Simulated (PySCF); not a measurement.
**NiN from Hartree–Fock to correlated methods**

State: ⁴Δ (quartet), unpaired electrons π ↑↑, δ ↑. Set-up: Ni x2c-TZVPPall, N x2c-TZVPPall; spin-free X2C with a Gaussian nucleus (PySCF 2.14). De refers to Ni (3d8 4s2) + N in their high-spin ground configurations, without counterpoise correction. The functionals are run spin-unrestricted. A positive dipole means Ni(−)N(+).

| Level | Re (Å) | ωe (cm⁻¹) | De (eV) | μ (D) |
| --- | --- | --- | --- | --- |
| ROHF | 1.894 | 537 | n/a | -5.42 |
| ROHF-MP2 | 1.718 | 702 | n/a | n/a |
| ROHF-SCS-MP2 | 1.741 | 674 | n/a | n/a |
| PBE | 1.710 | 717 | n/a | -3.06 |
| BLYP | 1.727 | 694 | n/a | -2.97 |
| TPSS | 1.717 | 705 | n/a | -3.24 |
| r²SCAN | 1.706 | 711 | n/a | -3.11 |
| PBE0 | 1.737 | 653 | n/a | -3.48 |
| B97-3 | 1.753 | 630 | n/a | -3.51 |
| M06 | 1.751 | 640 | n/a | -3.10 |
| CAM-B3LYP | 1.739 | 653 | n/a | -3.63 |

The bond length runs from 1.706 Å (r²SCAN) to 1.894 Å (ROHF).

Correlated steps freeze 6 core orbitals. De is left out where the level can put another filling of the metal’s s and d shells below the measured ground configuration, by anything from nothing to about 1 eV. Counting both spins, an empty level lies below a filled one in some of these solutions, because spin and occupation are held. The state is the lowest single determinant that the PBE0 search found; with open d or f shells the true ground state can be another one.

The whole job (state search and all levels along the bond) took about 11 min on 1 thread of Arm Neoverse V2 (shared host), peak memory 3 GiB.
